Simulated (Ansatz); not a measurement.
A search over several starts for the lowest SCF solution of [GaBrH3]- (GaH3Br⁻) at the given spin, in a small basis.

```yaml
crystal:
  periodic: [false, false, false]
  atoms:
    - {symbol: Ga, position_ang: [-0.001486, 0.002376, -0.253484]}
    - {symbol: Br, position_ang: [0.013018, -0.020886, 2.228246]}
    - {symbol: H, position_ang: [1.538711, 0.010955, -0.667211]}
    - {symbol: H, position_ang: [-0.779192, 1.339633, -0.641228]}
    - {symbol: H, position_ang: [-0.771051, -1.332077, -0.666323]}
basis:
  gaussian: {orbitals: def2-SVP, initial_orbitals: start.molden}
total_charge: -1
hamiltonian: {xc: pbe0, dispersion: d4}
output: {orbitals: {seedname: orbitals}}
```

The file start.molden holds the orbitals of an earlier run on this structure, at another level or in another basis.

```sh
$ ansatz run in.yaml --threads 4 --pin off --events-out ev --progress --plain --max-ram 3916MiB
```

Shortened log:

```
Functional definition: PBE0
  name "PBE0"
  cite "Adamo & Barone, J. Chem. Phys. 110, 6158 (1999) doi:10.1063/1.478522"
  cite "Perdew, Burke & Ernzerhof, Phys. Rev. Lett. 77, 3865 (1996) doi:10.1103/PhysRevLett.77.3865"
  parent pbe
  parameter a = 0.25
  parameter kappa = 0.804
  parameter beta = 0.06672455060314922
  exchange = (1 - a)*pbe_x(kappa = kappa, mu = beta*pi^2/3) + a*exact_x
  correlation = pbe_c(beta = beta)
787 factors; integrals over basis functions are off by at most 6.9e-4 eV
mean field evaluation 1: about -122445.4898 eV, gradient 6.2e0 eV
mean field evaluation 2: about -122445.5639 eV, gradient 8.9e-2 eV
mean field evaluation 4: about -122445.5725 eV, gradient 9.1e-5 eV
mean field evaluation 8: about -122444.3586 eV, gradient 2.9e1 eV
mean field evaluation 16: about -122445.5725 eV, gradient 4.8e-3 eV
mean field -122445.57247255 eV, -4499.7917917762 hartree, gradient 5.1e-6 eV, S^2 0.000000; 1 other end points of the search recorded, 0 dependent functions left out
reference -122445.57249838 eV, -4499.7917927255 hartree; 35, 35 occupied and 44, 44 virtual orbitals, 787 factors
Total energy: -122445.66150393 eV, -4499.7950636192 hartree
```

Run time 0.95 s (4 threads of Arm Neoverse V1 on a shared host).
